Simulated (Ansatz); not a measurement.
`[SiH3]C[AsH2]` → `[AsH2]`• + `[CH2][SiH3]`• at 700 K and 1 bar (homolysis of the As–C bond).

Isolated molecules relaxed with PBE0-D4/def2-TZVP in Ansatz; ΔE leaves out vibrations. CCSD(T)/CBS adds triple-zeta CCSD(T) − MP2 to the extrapolated MP2 energy (def2 sets, frozen cores). Open shells (•) are unrestricted, without spin–orbit coupling. For As outer-core shells are correlated without core-valence functions, which leaves a few kJ/mol of doubt a bond. Scalar relativity is left out up to krypton.

```tsv
species	CCSD(T)/CBS energy (Eh)	H − E (kJ/mol)	S (J/(mol·K))
`[SiH3]C[AsH2]`	-2566.33655	248.6	434.2
`[AsH2]`•	-2236.16225	58.0	257.9
`[CH2][SiH3]`•	-330.06538	173.5	356.1
```

H − E and S are ideal-gas, rigid-rotor, harmonic terms from PBE0-D4/def2-TZVP, with the whole ground term of open shells counted as degenerate. 1 Eh = 2625.50 kJ/mol, R = 8.31446 J/(mol·K).

**Question.** By hand: ΔE, ΔH, ΔS and ΔG.

**Answer.** ΔE = (-2236.16225) + (-330.06538) − (-2566.33655) = 0.10892 Eh = 286.0 kJ/mol. Δ(H − E) = 58.0 + 173.5 − 248.6 = -17.1, so ΔH = 268.9 kJ/mol. ΔS = 257.9 + 356.1 − 434.2 = 179.8 J/(mol·K). ΔG = 268.9 − 700 × (179.8)/1000 = 143.0 kJ/mol.

**Question.** By hand: the equilibrium constant, and the temperature at which ΔG would vanish if ΔH and ΔS stayed fixed.

**Answer.** log₁₀ K = −ΔG/(RT ln 10) = -10.7. ΔG = 0 at ΔH/ΔS = 1496 K.

The number of gas molecules changes by +1, which sets the sign of ΔS. A doubt of 5 kJ/mol in ΔE shifts log₁₀ K by 0.4 here. Modes under 60 cm⁻¹, often nearly free rotors, make the harmonic entropy too high. These are equilibria of isolated gas molecules and say nothing of rates. Largest T1 diagnostic: 0.012 (customary marks: 0.02 for closed shells, 0.045 for open ones).
